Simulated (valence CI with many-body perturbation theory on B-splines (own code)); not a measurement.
Level structure of Au46+

Method: configuration interaction combined with many-body perturbation theory (CI+MBPT): five valence electrons over a frozen Dirac-Fock core [Ar] 3d10, radial functions for each j: 11 s, 11 p, 10 d, 8 f, 5 g, 2 h, with the one-electron correlation potential Σ1 (screened to all orders), the two-electron term Σ2, the three-electron term Σ3, Breit, model QED; selected single and double excitations, second order for the rest, scaled by the run's own slope (own B-spline code, finite nucleus).

The last digits are not significant, and no measured levels were compared; by estimate large intervals hold to a few tenths of a per cent, small ones and those within an open d or f shell to about a per cent. Among the levels kept, up to 2100 cm⁻¹ of a level comes from second order outside the variational space, and about a tenth of that is noise between levels of different J, which matters for small intervals.

Levels 46 to 90 of 181, with energies above the lowest level, (4s^2 4p1/2^2 4p3/2) J=3/2. "Leading %" is the weight of the configuration and term that name the level; weights of strongly mixed levels are sums over their largest components and can fall short, so below about 35 % the name and the second component can differ from the true leading terms, or belong to a minority configuration. In the jj column 3d3/2^4 stands for four electrons in 3d with j = 3/2. Lifetimes count E1, E2, E3, M1 and M2 decay at the calculated energies, and are blank where another channel may lead or the interval is too uncertain; long ones can be off by a factor of two.

```tsv
No.	Configuration	Term	J	E (Ry)	Leading %	Second component	Lifetime	Leading jj
46	4s4p³4d	²F°	7/2	33.341	34	24 % 4s4p³4d ⁴D°	2.51 ps	4s 4p1/2^2 4p3/2 4d5/2 (85 %)
47	4s4p³4d	⁴D°	7/2	33.909	27	23 % 4s4p³4d ²F°	1.11 ps	4s 4p1/2^2 4p3/2 4d5/2 (89 %)
48	4s²4p²4d	²D	3/2	33.949	68	9 % 4s²4p²4d ⁴F	543 fs	4s^2 4p3/2^2 4d3/2 (93 %)
49	4s4p³4d	²P°	1/2	34.193	46	37 % 4s4p³4d ⁴D°	2.18 ps	4s 4p1/2^2 4p3/2 4d5/2 (94 %)
50	4s²4p²4d	²F	7/2	34.227	52	36 % 4s²4p²4d ⁴D	38.0 ps	4s^2 4p3/2^2 4d5/2 (97 %)
51	4s²4p²4d	⁴F	9/2	34.310	61	38 % 4s²4p²4d ²G	37.9 ns	4s^2 4p3/2^2 4d5/2 (98 %)
52	4s4p³4d	²P°	3/2	34.410	25	15 % 4s4p³4d ⁴P°	1.12 ps	4s 4p1/2^2 4p3/2 4d5/2 (91 %)
53	4s²4p²4d	²P	1/2	34.531	51	27 % 4s²4p²4d ²S	12.4 ps	4s^2 4p3/2^2 4d5/2 (90 %)
54	4s4p³4d	²D°	5/2	34.599	27	13 % 4s4p³4d ²F°	915 fs	4s 4p1/2^2 4p3/2 4d5/2 (87 %)
55	4s²4p4d²	⁴G°	5/2	35.040	49	32 % 4s²4p4d² ²F°	1.03 ps	4s^2 4p1/2 4d3/2^2 (91 %)
56	4s²4p²4d	²D	5/2	35.388	76	15 % 4s²4p²4d ⁴D	557 ps	4s^2 4p3/2^2 4d5/2 (98 %)
57	4s²4p²4d	²P	3/2	36.054	42	28 % 4s²4p²4d ²D	1.11 ps	4s^2 4p3/2^2 4d5/2 (94 %)
58	4s²4p4d²	⁴D°	1/2	36.377	40	39 % 4s²4p4d² ²P°	504 fs	4s^2 4p1/2 4d3/2^2 (92 %)
59	4s²4p²4d	²D	5/2	36.384	52	19 % 4s²4p²4d ²F	800 fs	4s^2 4p3/2^2 4d5/2 (92 %)
60	4s²4p4d²	²D°	3/2	36.726	37	36 % 4s²4p4d² ⁴F°	270 fs	4s^2 4p1/2 4d3/2^2 (90 %)
61	4s²4p4d²	⁴G°	7/2	37.197	50	11 % 4s²4p4d² ⁴F°	4.76 ps	4s^2 4p1/2 4d3/2 4d5/2 (88 %)
62	4s²4p4d²	²D°	5/2	37.310	22	17 % 4s²4p4d² ⁴G°	3.27 ps	4s^2 4p1/2 4d3/2 4d5/2 (86 %)
63	4s²4p4d²	⁴D°	3/2	37.460	27	16 % 4p⁵ ²P°	1.78 ps	4s^2 4p1/2 4d3/2 4d5/2 (58 %)
64	4s²4p4d²	²H°	9/2	37.467	44	27 % 4s²4p4d² ²G°	7.65 ps	4s^2 4p1/2 4d3/2 4d5/2 (82 %)
65	4s²4p4d²	⁴P°	1/2	37.529	40	23 % 4s²4p4d² ⁴D°	3.39 ps	4s^2 4p1/2 4d3/2 4d5/2 (83 %)
66	4p⁵	²P°	3/2	37.563	59	10 % 4s²4p4d² ⁴D°	815 fs	4p1/2^2 4p3/2^3 (59 %)
67	4s²4p²4f	²G°	7/2	38.521	36	36 % 4s²4p²4f ⁴G°	5.95 ps	4s^2 4p1/2 4p3/2 4f5/2 (72 %)
68	4s²4p²4f	⁴G°	5/2	38.540	34	20 % 4s²4p²4f ²D°	5.73 ps	4s^2 4p1/2 4p3/2 4f5/2 (73 %)
69	4s²4p4d²	²F°	7/2	38.685	22	19 % 4s²4p4d² ²G°	508 fs	4s^2 4p1/2 4d3/2 4d5/2 (62 %)
70	4s²4p4d²	⁴F°	5/2	38.748	15	15 % 4s²4p4d² ⁴D°	423 fs	4s^2 4p1/2 4d3/2 4d5/2 (72 %)
71	4s²4p²4f	⁴F°	3/2	38.759	51	13 % 4s²4p²4f ⁴D°	5.27 ps	4s^2 4p1/2 4p3/2 4f5/2 (77 %)
72	4s²4p²4f	⁴D°	7/2	39.033	39	14 % 4s²4p²4f ²G°	5.30 ps	4s^2 4p1/2 4p3/2 4f7/2 (58 %)
73	4s²4p²4f	⁴G°	9/2	39.045	38	23 % 4s²4p²4f ²G°	9.51 ps	4s^2 4p1/2 4p3/2 4f7/2 (37 %)
74	4s²4p4d²	⁴D°	3/2	39.080	22	19 % 4s²4p4d² ²P°	378 fs	4s^2 4p1/2 4d3/2 4d5/2 (80 %)
75	4s²4p²4f	²D°	3/2	39.272	19	18 % 4s4p³4d ⁶D°	2.85 ps	4s 4p1/2 4p3/2^2 4d3/2 (50 %)
76	4s4p⁴	²S	1/2	39.285	33	31 % 4s4p⁴ ⁴P	474 fs	4s 4p3/2^4 (90 %)
77	4s²4p²4f	²F°	5/2	39.300	38	17 % 4s²4p²4f ⁴F°	1.66 ps	4s^2 4p1/2 4p3/2 4f5/2 (70 %)
78	4s4p³4d	⁶D°	1/2	39.426	25	17 % 4s4p³4d ⁴D°	2.34 ps	4s 4p1/2 4p3/2^2 4d3/2 (62 %)
79	4s²4p4d²	⁴D°	7/2	39.429	21	16 % 4s4p³4d ⁶D°	2.67 ps	4s^2 4p1/2 4d5/2^2 (38 %)
80	4s²4p²4f	²D°	5/2	39.435	34	20 % 4s4p³4d ⁴F°	2.16 ps	4s^2 4p1/2 4p3/2 4f7/2 (48 %)
81	4s²4p²4f	⁴F°	9/2	39.477	30	18 % 4s²4p²4f ²G°	4.43 ps	4s^2 4p1/2 4p3/2 4f7/2 (60 %)
82	4s²4p²4f	²G°	9/2	39.620	19	19 % 4s²4p²4f ⁴F°	4.40 ps	4s^2 4p1/2 4p3/2 4f7/2 (46 %)
83	4s²4p²4f	²F°	7/2	39.727	41	22 % 4s²4p²4f ⁴F°	2.20 ps	4s^2 4p1/2 4p3/2 4f7/2 (69 %)
84	4s²4p²4f	²D°	3/2	39.731	24	21 % 4s²4p²4f ⁴D°	1.29 ps	4s^2 4p1/2 4p3/2 4f5/2 (52 %)
85	4s²4p²4f	²P°	1/2	39.740	38	26 % 4s²4p²4f ⁴D°	2.10 ps	4s^2 4p1/2 4p3/2 4f5/2 (64 %)
86	4s²4p²4f	⁴D°	5/2	39.767	25	14 % 4s4p³4d ⁴D°	2.19 ps	4s^2 4p1/2 4p3/2 4f7/2 (41 %)
87	4s²4p²4f	²H°	11/2	39.854	57	37 % 4s²4p²4f ⁴G°	5.13 ps	4s^2 4p1/2 4p3/2 4f7/2 (93 %)
88	4s²4p²4f	²P°	3/2	40.025	25	15 % 4s²4p4d² ⁴P°	2.14 ps	4s^2 4p1/2 4d5/2^2 (45 %)
89	4s²4p²4f	²D°	5/2	40.111	28	15 % 4s²4p²4f ²F°	2.24 ps	4s^2 4p1/2 4p3/2 4f7/2 (54 %)
90	4s4p³4d	⁴F°	7/2	40.270	23	14 % 4s4p³4d ⁴D°	1.40 ps	4s 4p1/2 4p3/2^2 4d3/2 (57 %)
```

Where two levels of one J and parity lie close, their mixing, g and order are uncertain.
